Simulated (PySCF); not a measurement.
Computed shifts of a molecule CH₇FOSi₂, B3LYP/pcSseg-1 (PySCF), GIAO, gas phase, atoms alike by connectivity averaged where their shifts nearly agree, in ppm (number of nuclei): ¹⁹F: -318.0 (1). ¹³C: 79.2 (1). ²⁹Si: -29.9 (1), -41.8 (1). ¹H: 5.20 (3), 5.19 (2), 4.93 (2). References: ¹⁹F against CFCl3 (σ = 161.7 ppm); ¹³C against TMS (σ = 181.3 ppm); ²⁹Si against TMS (σ = 338.7 ppm); ¹⁷O against H2O (σ = 333.8 ppm); ¹H against TMS (σ = 31.68 ppm), references at their B3LYP-D3(BJ)/def2-TZVP geometries, non-relativistic. Coordinates come from a B3LYP-D3(BJ)/def2-SVP optimisation. One conformer was computed; it need not be the lowest.

**Question.** Which structure fits?
A. O[SiH2][C@H](F)[SiH3]
B. FC[SiH2]O[SiH3]
C. F[SiH2]CO[SiH3]
D. O[Si@@H](F)C[SiH3]

**Answer.** B, FC[SiH2]O[SiH3]
